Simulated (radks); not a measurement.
Results of a calculation; reference values are marked as such.
Question: Species: Ni XX. Configuration: [He] 2s2 2p5. Code: a radial shooting solver on a logarithmic mesh with Libxc functionals. Model: scalar-relativistic Kohn-Sham, PBEsol, spin-polarised, spherical densities, finite nucleus; open shells are filled with parallel spins first; Fermi nuclear charge, rms radius 3.7757 fm. Some entries of the table are withheld. Estimate them.

orbital  occ.  eigenvalue (Ry)  <r> (bohr)
1s up       1        -663.9537         (1)
1s down     1        -663.6009         (2)
2s up       1        -127.0078      0.2374
2s down     1        -126.4521      0.2378
2p up       3              (3)         (4)
2p down     2              (5)         (6)

Answer: 
(1) 1s up <r> (bohr): 0.05406
(2) 1s down <r> (bohr): 0.05403
(3) 2p up eigenvalue (Ry): -118.0607
(4) 2p up <r> (bohr): 0.2068
(5) 2p down eigenvalue (Ry): -117.3922
(6) 2p down <r> (bohr): 0.2073
